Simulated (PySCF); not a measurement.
SnBrH3.
Geometry (PBE0-D3(BJ)/def2-SVP, Å), atoms numbered from 1 in this order:
```xyz
5
BrH3Sn angstrom
Sn    -0.0017    0.0025   -0.2089
Br     0.0177   -0.0264    2.2931
H      1.6316    0.0129   -0.7073
H     -0.8278    1.4234   -0.6730
H     -0.8198   -1.4123   -0.7039
```

Method: PBE0-D3(BJ)/def2-SVP geometry optimisation, gas phase, def2 core potentials past Kr (PySCF 2.14.0).

Task: Which atoms are bound to Sn1, and at what distances?

Result: 4 atoms: H3 1.708 Å, H5 1.708 Å, H4 1.708 Å, Br2 2.502 Å.

Task: List the angles at Sn1.

Result: 
```
     angle  degrees  distance of the outer atoms (Å)
 H4–Sn1–H5    112.3                             2.84
 H3–Sn1–H5    112.2                             2.84
 H3–Sn1–H4    112.2                             2.84
Br2–Sn1–H4    106.6                             3.41
Br2–Sn1–H3    106.5                             3.41
Br2–Sn1–H5    106.5                             3.41
```

Task: What is the shape at Sn1?

Result: Tetrahedral: angles from 106.5° to 112.3°; τ4 = (360° − α − β)/141° = 0.96 with α and β the two widest (0 for a square, 1 for a tetrahedron).

Task: What are the rotational constants (commonest isotopes, rigid rotor)?

Result: A = 62366, B = 1638, C = 1638 MHz: a prolate symmetric top.

Point group: C3v (every atom within 0.08 Å of its image). Charge 0, singlet. No PBE0-D3(BJ)/def2-SVP frequencies stand behind this structure, so it isn't proved a minimum.

Hardware: Arm Neoverse V1, one thread, no GPU (shared host). Cost: 9.1 s of wall time. This is the geometry optimisation.
